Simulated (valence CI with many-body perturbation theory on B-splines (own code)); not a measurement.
# Hf LXVII: magnetic and hyperfine properties of the levels

Computed by relativistic CI+MBPT: four valence electrons over a frozen Dirac-Fock core [He], radial functions for each j: 11 s, 11 p, 10 d, 8 f, 5 g, 2 h, with the one-electron correlation potential Σ1 (screened to all orders), the two-electron term Σ2, the three-electron term Σ3, Breit, model QED; selected single and double excitations, second order for the rest, scaled by the run's own slope (own B-spline code, finite nucleus).

The last digits are not significant, and no measured levels were compared; by estimate large intervals hold to a few tenths of a per cent, small ones and those within an open d or f shell to about a per cent. Among the levels kept, up to 1200 cm⁻¹ of a level comes from second order outside the variational space, and about a tenth of that is noise between levels of different J, which matters for small intervals.

A/g_I is the dipole constant over the nuclear g factor μ/I (μ in nuclear magnetons, uniformly magnetised nucleus), B/Q the quadrupole constant per barn. Both hold the static response of the core; the bare values leave it out. Large factors of s and p1/2 electrons are usually good to 5 to 10 %; those of open d and f shells near neutrality can be off by tens of per cent, and small factors of p3/2, d and f electrons come from cancelling terms and can be off by a factor of two or in sign, in half-filled shells by more. B is blank for J = 1/2, where it vanishes, and for nearly pure S terms. Energies count from the lowest level. Levels with J = 0 are left out.

Levels are named by their leading jj configuration (3d3/2^4 stands for four electrons in 3d with j = 3/2), which in mixed levels can hold well under half, so a name can repeat and another be missing. Letters in brackets count levels of one name in rising energy.

```csv
Level,E (eV),g,A/g_I (MHz),A/g_I bare,B/Q (MHz/b),B/Q bare
(2s^2 2p1/2 2p3/2) J=1,1243,1.470,-705000,-677000,760000,762000
(2s^2 2p1/2 2p3/2) J=2,1261,1.137,2240000,2250000,1430000,1440000
(2s 2p1/2^2 2p3/2) J=2,1532,1.497,5630000,5590000,1460000,1460000
(2s 2p1/2^2 2p3/2) J=1,1617,1.111,-4120000,-4030000,861000,862000
(2s^2 2p3/2^2) J=2,2527,1.292,779000,795000,82700,82800
(2s 2p1/2 2p3/2^2) J=2 [a],2747,1.548,4000000,3990000,241000,242000
(2s 2p1/2 2p3/2^2) J=3,2791,1.296,5020000,4990000,-3680,-3720
(2s 2p1/2 2p3/2^2) J=1 [a],2873,1.299,-4880000,-4790000,-455000,-455000
(2s 2p1/2 2p3/2^2) J=2 [b],2882,1.047,-352000,-310000,-168000,-168000
(2s 2p1/2 2p3/2^2) J=1 [b],2886,1.297,1.28e+07,1.26e+07,256000,256000
(2p1/2^2 2p3/2^2) J=2,3188,1.307,727000,761000,79000,79100
(2s 2p3/2^3) J=2,4090,1.434,5700000,5660000,-1550000,-1550000
(2s 2p3/2^3) J=1,4173,1.157,-4170000,-4080000,-658000,-659000
(2p1/2 2p3/2^3) J=1,4446,1.470,-758000,-704000,-755000,-757000
(2p1/2 2p3/2^3) J=2,4465,1.122,2230000,2250000,-1590000,-1600000
(2s^2 2p1/2 3s) J=1,9761,1.303,6320000,6280000,-14500,-14500
(2s^2 2p1/2 3p1/2) J=1,9842,0.635,4380000,4360000,-3480,-3490
(2s 2p1/2^2 3s) J=1,10020,2.004,1.30e+07,1.29e+07,7670,7680
(2s 2p1/2^2 3p1/2) J=1,10114,1.342,1.11e+07,1.10e+07,-6040,-6050
(2s^2 2p1/2 3p3/2) J=2,10232,1.146,1850000,1850000,447000,448000
(2s^2 2p1/2 3p3/2) J=1,10233,1.499,-1260000,-1250000,223000,223000
(2s^2 2p1/2 3d3/2) J=2,10295,0.743,1790000,1780000,92600,93200
(2s^2 2p1/2 3d3/2) J=1,10321,0.827,-1470000,-1460000,38100,38400
(2s^2 2p1/2 3d5/2) J=2,10407,1.283,-952000,-948000,87000,87600
(2s^2 2p1/2 3d5/2) J=3,10411,1.093,1160000,1160000,83300,84100
(2s 2p1/2^2 3p3/2) J=2,10498,1.497,5150000,5100000,436000,437000
(2s 2p1/2^2 3p3/2) J=1,10503,1.136,-4810000,-4740000,230000,231000
(2s 2p1/2^2 3d3/2) J=1,10561,0.469,-4930000,-4880000,39100,39400
(2s 2p1/2^2 3d3/2) J=2,10567,1.112,5110000,5060000,75800,76400
(2s 2p1/2^2 3d5/2) J=3,10669,1.329,3440000,3410000,76400,77200
(2s 2p1/2^2 3d5/2) J=2,10686,1.030,-3250000,-3210000,64000,64600
```

Question: Take the isotope of mass number 177, with I = 7/2, μ = 0.791 μN and Q = 3.37 b. What is the hyperfine structure of (2s 2p1/2^2 2p3/2) J=1?

Answer: From the table A = -930000 MHz, B = 2900000 MHz. Shifts from the centre of gravity in MHz: F = 5/2: 5740000, F = 7/2: -1140000, F = 9/2: -2530000.
